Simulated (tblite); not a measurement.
Computed values, GFN2-xTB/tblite, gas phase, harmonic and unscaled. Errors from tens to a few hundred cm⁻¹ against measured bands are possible. Modes of hydrogen on phosphorus and silicon can be 10 to 20 % off. One conformer each. Open shells enter through the occupations alone, without spin polarisation, and single modes of such species can be off by tens of per cent. Thermal functions are those of the rigid rotor and harmonic oscillator, without mixing of conformers.

Problem. Order these by their heat capacity Cp at 298.15 K, highest first (J/(mol K)).
A. `[SiH3][C@@H]1CC[P@H]1=S` (C3H9PSSi)
B. `N[Si@@H]1OCC[SiH2]CO1` (C3H11NO2Si2)
C. `CC(=O)[C@@H]1C[C@@H](Cl)[SiH2][SiH2]1` (C5H11ClOSi2)
D. `N#C[C@@H]1[SiH]C[SiH2]1` (C3H6NSi2) [radical]
E. `PPP` (P3H5)

Solution. C (193.4), B (176.8), A (138.2), D (130.4), E (89.1).

| SMILES | atoms | mass (u) | symmetry number | modes under 300 cm⁻¹ | ZPE (kJ/mol) | S translation (J/(mol K)) | S rotation | S vibration | S spin | S | Cp |
| --- | --- | --- | --- | --- | --- | --- | --- | --- | --- | --- | --- |
| CC(=O)[C@@H]1C[C@@H](Cl)[SiH2][SiH2]1 | 20 | 178.00 | 1 | 9 | 374.2 | 173.5 | 127.7 | 145.0 | 0.0 | 446.2 | 193.4 |
| N[Si@@H]1OCC[SiH2]CO1 | 19 | 149.03 | 1 | 8 | 372.6 | 171.3 | 122.5 | 123.4 | 0.0 | 417.2 | 176.8 |
| [SiH3][C@@H]1CC[P@H]1=S | 15 | 135.99 | 1 | 6 | 279.7 | 170.1 | 121.2 | 91.7 | 0.0 | 383.0 | 138.2 |
| N#C[C@@H]1[SiH]C[SiH2]1 | 12 | 112.00 | 1 | 3 | 197.1 | 167.7 | 116.8 | 79.5 | 5.8 | 369.8 | 130.4 |
| PPP | 8 | 97.96 | 1 | 3 | 116.4 | 166.0 | 109.2 | 50.8 | 0.0 | 326.1 | 89.1 |

Entropies and Cp are for 298.15 K and 1 bar.
